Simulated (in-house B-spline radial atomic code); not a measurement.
# RPBE excitations of Pb III (Pb2+)

Method: RPBE. Computed with a B-spline radial code for spherical atoms: linear response of the closed shell [Xe] 4f14 5d10 6s2 with the functional's adiabatic kernel; scalar-relativistic (spin-free one-electron X2C), finite nucleus, no spin-orbit coupling, no double excitations, S, P, D and F terms only; shells from n = 4 respond. Only terms of natural parity with L up to 3 were computed.

Spin-orbit coupling is strong here, so these LS terms don't match observed levels.

Command:
```bash
python run_td.py task.json out
```
Settings (radii: box in bohr, nucleus in fm):
```
Z                        82
electrons                80
configuration            [Xe] 4f14 5d10 6s2
hamiltonian              x2c
method                   rpbe,pbe
box_radius               29.48
rms_radius               5.5012
intervals                72
```

Time taken, with all properties: 2.2 s on 1 thread of Intel(R) Xeon(R) 6975P-C (Granite Rapids) (shared host).

The lowest states, in the order of their Tamm-Dancoff energies; the method's threshold (minus the highest occupied level) is 27.237 eV. Labels give the largest channel, * marks a mixed state, and oscillator strengths are full-response dipole values. Semilocal kernels can invert the small singlet-triplet splittings of Rydberg terms. Energies in eV:

```csv
state,full response,Tamm-Dancoff,oscillator strength
6s → 6p 3P,9.166,9.255,-
6s → 6p 1P,?,?,?
6s → 7s 3S,17.752,17.758,-
6s → 7s 1S,18.229,18.262,-
6s → 6d 3D,18.857,18.870,-
6s → 6d 1D,19.150,19.159,-
5d → 6p 3P,20.003,20.046,-
5d → 6p 3F,20.131,20.167,-
6s → 7p 3P,20.569,20.571,-
5d → 6p 1F,20.608,20.610,-
6s → 7p 1P,20.644,20.659,0.0935
5d → 6p 1P,21.643,21.824,1.01
6s → 5f 3F,?,?,-
6s → 5f 1F,22.662,22.666,-
6s → 8s 3S,22.850,22.851,-
6s → 8s 1S,22.947,22.953,-
```

(1) Where does 6s → 5f 3F lie?

(2) Where does 6s → 6p 1P lie?

(3) How large is the singlet-triplet splitting of 6s → 6p (P terms) in Tamm-Dancoff?

(4) What polarisabilities and dispersion coefficient does the method give?

Answers

(1) At 22.539 eV in full response, 22.549 eV in Tamm-Dancoff.

(2) At 11.588 eV in full response, 11.948 eV in Tamm-Dancoff, oscillator strength 1.48.

(3) 2.69 eV, from the unrounded values.

(4) Dipole 13.44 bohr³, quadrupole 46.79 bohr⁵, C6 93.85 hartree·bohr⁶ for two such species.
